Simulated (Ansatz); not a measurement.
The cluster As₂Se₃⁻. The state is a doublet with charge -1. Geometry relaxed at PBE-D4/def2-SVPD.

```xyz
5

As    1.162   -0.628   -0.217
As   -0.922    0.826    0.510
Se   -1.663   -0.080    2.473
Se    2.479    0.749   -1.478
Se   -1.056   -0.867   -1.289
```

The structure comes from a short search, and lower isomers may exist.

Q: Estimate the harmonic wavenumbers at UKS PBE-D4/def2-SVPD (Ansatz, unscaled). Is this a minimum?

A: 41, 49, 84, 102, 154, 180, 262, 298, 303 cm⁻¹. Yes, no mode is imaginary beyond noise. Zero-point energy 8.8 kJ/mol. It took 1.9 min on 4 threads of Arm Neoverse V2 on a shared host.
